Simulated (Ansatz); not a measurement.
`O[SiH2]N[Si](O)(O)O` and `O[Si](O)(O)O` differ in one atom or group.

Ansatz, PBE0-D4/def2-TZVP geometries, multiplicity 1. Each molecule was computed in one conformer, which needn't be the lowest.

```
                                          property  `O[SiH2]N[Si](O)(O)O`
               LUMO energy (B3LYP/def2-TZVPP) / eV                  -0.11
                HOMO energy (PBE0/def2-TZVPP) / eV                  -7.85
             HOMO energy (ωB97M-V/def2-TZVPP) / eV                 -10.20
size of the dipole moment (ωB97M-V/def2-TZVPP) / D                   2.55
                 LUMO energy (PBE/def2-TZVPP) / eV                  -0.62
              HOMO–LUMO gap (PBE0/def2-TZVPP) / eV                   8.10
```

Task: What does the change do to each property? (An estimate is asked.)

Result: The calculation gave: 
```tsv
property	`O[Si](O)(O)O`	shift
LUMO energy (B3LYP/def2-TZVPP) / eV	0.06	0.17
HOMO energy (PBE0/def2-TZVPP) / eV	-9.12	-1.27
HOMO energy (ωB97M-V/def2-TZVPP) / eV	-11.59	-1.39
size of the dipole moment (ωB97M-V/def2-TZVPP) / D	0.00	-2.55
LUMO energy (PBE/def2-TZVPP) / eV	-0.43	0.19
HOMO–LUMO gap (PBE0/def2-TZVPP) / eV	9.58	1.48
```

With PBE0 the HOMO falls by 1.27 eV and the LUMO rises by 0.22 eV, so the gap widens by about 1.49 eV. PBE moves the HOMO by -0.95 eV and ωB97M-V by -1.39 eV.

B3LYP here is the variant with VWN-RPA as its local correlation; programs differ in this.
